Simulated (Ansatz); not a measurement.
Harmonic frequencies (cm⁻¹) at PBE0-D4/def2-TZVP from Ansatz: 71, 109, 163, 272, 370, 513, 567, 734, 970, 989, 1002, 1306, 1361, 1467, 1471, 3080, 3176, 3179.

Each molecule was computed in one conformer, which needn't be the lowest.

(1) Which molecule is it?
A. `CSB(F)Cl`
B. `O=C=NBF`
C. `COB(Cl)Cl`
D. `COB(F)Cl`

Answers

(1) A.
